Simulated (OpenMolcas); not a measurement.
## I: thermal populations, the spin-orbit constant, worked from levels

| Item | Value |
| --- | --- |
| Program | OpenMolcas 26.06 |
| Basis | ANO-RCC [10s9p8d5f3g] |
| Scalar Hamiltonian | DKH2, point nucleus |
| Active space | 5 electrons in 9 orbitals (RAS2 5p; RAS3 5d 6s, at most 1 electron) |
| State averaging | 2S+1 = 2 odd, 3 roots; 2S+1 = 4 even, 18 roots; 2S+1 = 2 even, 33 roots |
| Spin-orbit coupling | state interaction with AMFI integrals over the reference wave functions, term energies averaged over their components |

Methods: RASSCF; MS-RASPT2, IPEA 0.25 Eh, imaginary shift 0.1 Eh (closed shells correlated: 4d 5s). Measured levels: NIST Handbook of Basic Atomic Spectroscopic Data.

**Thermal populations.** Z = Σ (2J + 1) exp(-E/kT) with k = 0.695035 cm-1/K, over the levels below. No other level of either list lies under 48000 cm-1, which is above 7 kT at each temperature.

| Level | 2J + 1 | MS-RASPT2 | measured |
| --- | --- | --- | --- |
| 5s2 5p5 2P* 3/2 | 4 | 0.0 | 0.0 |
| 5s2 5p5 2P* 1/2 | 2 | 6960 | 7603 |

```
T (K)  Z, MS-RASPT2  Z, measured levels  Ground level (%), MS-RASPT2  Ground level (%), measured levels
 3000         4.071               4.052                         98.3                               98.7
 5000         4.270               4.224                         93.7                               94.7
 8000         4.572               4.510                         87.5                               88.7
```

At 8000 K, kT = 5560 cm-1, and the computed levels give Z = 4.000 + 0.572 = 4.572.

**The spin-orbit constant.** For the Hund term 2P* of p5, E(J) = (A/2) J(J+1) + constant and ζ = -2S·A = -A. From J = 1/2 to J = 3/2 the energy changes by 1.5 A.

| Source | E(3/2) - E(1/2) | A | ζ |
| --- | --- | --- | --- |
| RASSCF | -6961.4 | -4640.9 | 4641 |
| MS-RASPT2 | -6961.4 | -4640.9 | 4641 |
| measured | -7603.1 | -5068.7 | 5069 |

All in cm-1. MS-RASPT2 is off by -8.4 % and RASSCF by -8.4 %. Both methods take the spin-orbit matrix elements from the reference wave functions, so the second can move ζ only through the term energies and any multistate remixing.

Over all roots computed the reference weight is 0.78 to 0.91 in MS-RASPT2; the roots of lowest weight are the least certain, and an intruder state may touch them. Computed and measured levels are paired by configuration, term and J; levels that our copy of the source lacks, or whose pairing is in doubt (as where it misses far off the trend of its configuration), stay unpaired and out of the deviations. Where the source uses jj or jK labels, the order within each J decides. Only configurations of the active space appear.

* marks odd parity.
